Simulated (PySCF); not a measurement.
Compound: C6H6FN.
Geometry (GFN2-xTB, Å), atoms numbered from 1 in this order:
```
atom  x, y, z in Å
C1     2.1448   -0.4175   -0.1401
C2     0.9071   -0.1117   -0.4213
C3    -0.1860    0.0539   -1.3670
C4    -0.3997    0.3331    0.1284
C5    -0.5162    1.6958    0.5284
N6    -0.5962    2.7896    0.8549
C7    -1.2296   -0.6458    0.9343
F8    -2.5429   -0.6164    0.5327
H9     2.8327   -0.7306   -0.9085
H10    2.5273   -0.3643    0.8657
H11   -0.1755    0.9023   -2.0376
H12   -0.6746   -0.8211   -1.7736
H13   -0.8745   -1.6708    0.7804
H14   -1.2172   -0.3969    2.0010
```

Computed with TDDFT PBE0/def2-SVPD, vertical, gas phase, core orbitals frozen in the response (PySCF).

Ground-to-excited transition dipoles (e·a0, same axes as the geometry; the sign carries no meaning), for the states with f of 0.002 or more among the lowest 6:

```json
{"state": "S1", "E (eV)": "6.442", "μx": "-0.122", "μy": "0.133", "μz": "0.031"}
{"state": "S2", "E (eV)": "6.918", "μx": "0.369", "μy": "0.058", "μz": "-0.063"}
{"state": "S3", "E (eV)": "7.355", "μx": "-1.295", "μy": "0.443", "μz": "-0.120"}
{"state": "S4", "E (eV)": "7.438", "μx": "0.248", "μy": "-0.019", "μz": "0.250"}
{"state": "S5", "E (eV)": "7.563", "μx": "-0.403", "μy": "0.148", "μz": "-0.052"}
{"state": "S6", "E (eV)": "7.798", "μx": "-0.123", "μy": "0.357", "μz": "0.046"}
```

(1) What oscillator strength does each state have?

(2) Which bond between heavy atoms lies closest to the direction of the S3 transition dipole?

(3) What angle do the transition dipoles of S2 and S6 make?

(4) How is the summed strength of these states shared among x, y and z?

(5) What peak molar absorption coefficient would the strongest computed level give as a lone Gaussian band 0.4 eV wide at half height?

Answers

(1) f = (2/3) ΔE |μ|² with ΔE in hartree (27.2114 eV).

```tsv
state	|μ|² (au)	|μ| (D)	f
S1	0.034	0.47	0.005
S2	0.144	0.96	0.024
S3	1.888	3.49	0.340
S4	0.124	0.90	0.023
S5	0.187	1.10	0.035
S6	0.145	0.97	0.028
```

(2) C1–C2, at 9° from it; next C7–F8 at 21°.

(3) |cos θ| = |μa·μb| / (|μa| |μb|) = 0.19, so θ ≈ 79° (taken between 0 and 90°, since the signs are arbitrary).

(4) (2/3) Σ ΔE μα² gives 0.372 for x, 0.067 for y and 0.016 for z, 0.455 in all.

(5) ε(max) = 2.175×10⁸ f / FWHM, with the width in cm⁻¹. S3: 2.175×10⁸ × 0.3401 / 3226 ≈ 23000 L mol⁻¹ cm⁻¹.

One conformer stands for the species.
